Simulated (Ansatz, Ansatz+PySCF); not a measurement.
```xyz
3

O     0.0000    0.0000   -0.2393
H     0.0000    1.5084    0.9573
H     0.0000   -1.5084    0.9573
```

Basis set: 6-31G* (spherical functions). Left uncorrelated: 1 orbital. Charge 0, multiplicity 1.

Computed with Ansatz (development build ahead of 0.2.0); each method stands on the lowest determinant of its kind that the runs found. Restricted open shells among the atoms or ions are ROHF, correlated in semicanonical orbitals with singles.

Problem. Give the atomization energy at this shape (free ground-state atoms in the same class of orbitals less the molecule, no zero-point energy) of singlet H2O by RHF-CCSD(T), UHF-CCSDT(Q), UHF-CCSD(T), UHF-MP2, UHF, RHF.

Solution.

| method | atomization energy |
| --- | --- |
| RHF-CCSD(T) | 1.29 eV |
| UHF-CCSDT(Q) | 1.11 eV |
| UHF-CCSD(T) | 0.88 eV |
| UHF-MP2 | 0.34 eV |
| UHF | 0.11 eV |
| RHF | -5.09 eV |

Caution for RHF-CCSD(T), RHF: an unrestricted determinant lies well below. Caution for RHF-CCSD(T): large amplitudes, a single reference is doubtful; the amplitudes may be one of several solutions. Caution for UHF-CCSDT(Q), UHF-CCSD(T), UHF-MP2: a plain start can end on a higher determinant; bonds are stretched, where a single reference can fail. Caution for UHF-CCSDT(Q): another reference gives a lower total. Caution for UHF-CCSDT(Q), UHF-CCSD(T), UHF-MP2, UHF: the unrestricted determinant is a mixture of spin states. Caution for UHF-CCSD(T): the program doubts this total. Caution for RHF: the molecule lies well above its atoms at this level.
